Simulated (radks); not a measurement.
Valence configurations of W+ (all share [Xe]). All-electron calculation, Dirac Kohn-Sham, PBEsol, spin-unpolarised, spherical densities, point nucleus; open shells fill j = l - 1/2 first. Program: a radial shooting solver on a logarithmic mesh with Libxc functionals. Energies are relative to 4f14 5d4 6s1; eigenvalues in eV.

[
 {"valence": "4f14 5d4 6s1", "E (eV)": "0.000", "e(4f5/2)": "-41.319", "e(4f7/2)": "-39.081", "e(5d3/2)": "-11.954", "e(5d5/2)": "-", "e(6p1/2)": "-"},
 {"valence": "4f13 5d4 6s2", "E (eV)": "32.262", "e(4f5/2)": "-53.483", "e(4f7/2)": "-51.152", "e(5d3/2)": "-15.288", "e(5d5/2)": "-", "e(6p1/2)": "-"},
 {"valence": "4f11 5d6 6s2", "E (eV)": "122.90", "e(4f5/2)": "-73.786", "e(4f7/2)": "-71.267", "e(5d3/2)": "-18.355", "e(5d5/2)": "-17.154", "e(6p1/2)": "-"},
 {"valence": "4f12 5d6 6s1", "E (eV)": "71.762", "e(4f5/2)": "-60.346", "e(4f7/2)": "-57.923", "e(5d3/2)": "-14.738", "e(5d5/2)": "-13.729", "e(6p1/2)": "-"},
 {"valence": "4f14 5d4 6p1", "E (eV)": "4.846", "e(4f5/2)": "-42.530", "e(4f7/2)": "-40.293", "e(5d3/2)": "-12.978", "e(5d5/2)": "-", "e(6p1/2)": "-7.929"},
 {"valence": "4f10 5d7 6s2", "E (eV)": "181.62", "e(4f5/2)": "-84.545", "e(4f7/2)": "-81.930", "e(5d3/2)": "-19.861", "e(5d5/2)": "-18.536", "e(6p1/2)": "-"},
 {"valence": "4f14 5d3 6s2", "E (eV)": "0.292", "e(4f5/2)": "-44.231", "e(4f7/2)": "-41.992", "e(5d3/2)": "-13.832", "e(5d5/2)": "-", "e(6p1/2)": "-"},
 {"valence": "4f14 5d5", "E (eV)": "1.225", "e(4f5/2)": "-38.939", "e(4f7/2)": "-36.702", "e(5d3/2)": "-10.374", "e(5d5/2)": "-9.665", "e(6p1/2)": "-"},
 {"valence": "4f13.5 5d4 6s1 6p0.5", "E (eV)": "17.324", "e(4f5/2)": "-47.870", "e(4f7/2)": "-45.586", "e(5d3/2)": "-14.087", "e(5d5/2)": "-", "e(6p1/2)": "-8.033"},
 {"valence": "4f13 5d4 6s1 6p1", "E (eV)": "37.602", "e(4f5/2)": "-54.697", "e(4f7/2)": "-52.366", "e(5d3/2)": "-16.328", "e(5d5/2)": "-", "e(6p1/2)": "-8.761"}
]

NIST lists [Xe] 4f14 5d4 6s1 as the ground configuration; this level of theory agrees among the configurations tried. The energies are those of spherical spin-averaged densities, not of single terms.
